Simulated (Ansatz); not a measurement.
C2H2AlBr (`Br[C]1=[CH][AlH]1`) at its PBE0-D4/def2-TZVP geometry, where that method's forces vanish. Charge 0, multiplicity 1.

```xyz
6

Br   -0.1573   -0.9231   -2.4425
C    -0.0815   -0.1347   -0.7281
C     0.2491   -0.7237    0.4468
Al   -0.1620    1.0835    0.6699
H     0.5354   -1.7525    0.6493
H    -0.3837    2.4506    1.4046
```

What forces (eV/Å) does ωB97M-V/def2-TZVPP give on these atoms in Ansatz 0.2.0? (Estimate.)

Ansatz gave: 
```
Br1  0.010 -0.067 -0.046
C2  -0.008  0.089  0.099
C3   0.018 -0.021  0.069
Al4 -0.013  0.094  0.066
H5  -0.034  0.080 -0.087
H6   0.028 -0.176 -0.101
```
